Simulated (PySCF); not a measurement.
The vertical singlet excitations below were computed for one of the candidates. Theory: TDDFT PBE0/def2-SVPD, vertical, gas phase, core orbitals frozen in the response (PySCF 2.14.0, density-fitted response routines). Geometries: GFN2-xTB, one conformer each.

```tsv
state	E (eV)	f	main configurations (H = HOMO, L = LUMO)
S1	6.47	0.083	H→L (71%), H→L+1 (18%), H-1→L (10%)
S2	6.71	0.031	H→L+1 (77%), H→L (10%), H-1→L (10%)
S3	7.17	0.113	H-1→L (57%), H→L+2 (16%), H→L (12%)
S4	7.27	0.015	H→L+2 (74%), H-1→L (15%)
S5	7.44	0.018	H-1→L+1 (57%), H→L+3 (12%), H→L+4 (11%)
S6	7.59	0.023	H→L+3 (82%)
S7	7.77	0.0049	H→L+4 (73%), H-1→L+1 (14%)
S8	7.97	0.0048	H-2→L (78%), H-3→L (9%)
```

Question: Which candidate is it? All have the formula C6H10O.
A. `OC[C@H]1C=CCC1`
B. `C=CCC(=C)CO`
C. `O=CC1CCCC1`

Answer: A. Its S1, at 6.47 eV, is the highest among the candidates; the nearest of the others has S1 at 6.20 eV. S1 is HOMO→LUMO (71%), HOMO→LUMO+1 (18%), HOMO-1→LUMO (10%). Löwdin shares by element: HOMO carbon 56% or more, oxygen 10% (atoms not listed hold the other 35%); LUMO carbon 68% or more (atoms not listed hold the other 32%). At the same level the other candidates give, for their lowest levels:
- `O=CC1CCCC1`: 4.39 eV (f 0.000); 6.98 eV (f 0.006); 7.47 eV (f 0.016); 7.57 eV (f 0.026); 7.58 eV (f 0.017); T1 3.76 eV; HOMO -7.40, LUMO -0.66 eV
- `C=CCC(=C)CO`: 6.20 eV (f 0.114); 6.58 eV (f 0.136); 6.62 eV (f 0.019); 6.99 eV (f 0.045); 7.28 eV (f 0.034); T1 4.32 eV; HOMO -7.46, LUMO -0.33 eV
Triplets come from the Tamm–Dancoff approximation.
